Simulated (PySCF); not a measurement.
Excitation energies in several basis sets

C₅H₄F₂.
InChI=1S/C5H4F2/c6-4-2-1-3-5(4)7/h2-3H,1H2

TDDFT with PBE0 (PySCF), vertical singlets, core orbitals frozen in the response, spherical d and f functions. Isolated species at its PBE0-D3(BJ)/def2-SVP geometry, gas phase.

Question: Compare 6-31G*, def2-SVP, 6-31+G*, def2-SVPD, aug-cc-pVDZ and def2-TZVP for this molecule.

Answer: 

| basis | functions | diffuse | S1 (eV) | S2 (eV) | S3 (eV) | S4 (eV) | S5 (eV) | LUMO (eV) | α (au) |
| --- | --- | --- | --- | --- | --- | --- | --- | --- | --- |
| 6-31G* | 106 | no | 5.44 | 6.82 | 7.47 | 7.58 | 8.50 | -0.34 | 46.7 |
| def2-SVP | 118 | no | 5.43 | 6.77 | 7.16 | 7.57 | 8.30 | -0.63 | 48.3 |
| 6-31+G* | 134 | yes | 5.32 | 6.02 | 6.11 | 6.55 | 6.70 | -0.75 | 54.6 |
| def2-SVPD | 178 | yes | 5.33 | 6.33 | 6.49 | 6.68 | 7.16 | -0.82 | 56.6 |
| aug-cc-pVDZ | 197 | yes | 5.27 | 5.65 | 5.95 | 6.21 | 6.40 | -0.77 | 57.9 |
| def2-TZVP | 241 | no | 5.30 | 6.65 | 6.69 | 7.13 | 7.56 | -0.72 | 55.0 |

States are compared by their number. Against the largest diffuse basis here (aug-cc-pVDZ, itself not a converged limit), sets without diffuse functions differ by up to 0.17 eV in S1 and 2.10 eV in S5; the smaller diffuse sets differ by up to 0.06 and 0.76 eV. State by state, the largest deviation of a set without diffuse functions is S1 0.17, S2 1.17, S3 1.52, S4 1.38, S5 2.10 eV. The same number needn't mean the same state in each row. Against aug-cc-pVDZ the polarisability deviates by -19% in 6-31G*, -17% in def2-SVP, -6% in 6-31+G*, -2% in def2-SVPD, -5% in def2-TZVP. A single + in a Pople set puts diffuse functions on heavy atoms only.
